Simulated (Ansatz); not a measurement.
Question: Name a neutral molecule of B, C, Ge and H with HOMO–LUMO gap (ωB97M-V/def2-TZVPP) between 11.45 and 11.75 eV and HOMO energy (PBE0/def2-TZVPP) between -8.50 and -8.20 eV (Ansatz, PBE0-D4/def2-TZVP geometry).

Answer: `B[CH2][GeH2][CH3]` (11.65 eV, -8.38 eV). Other molecules can fit too; these were computed, each in one conformer that needn't be the lowest.
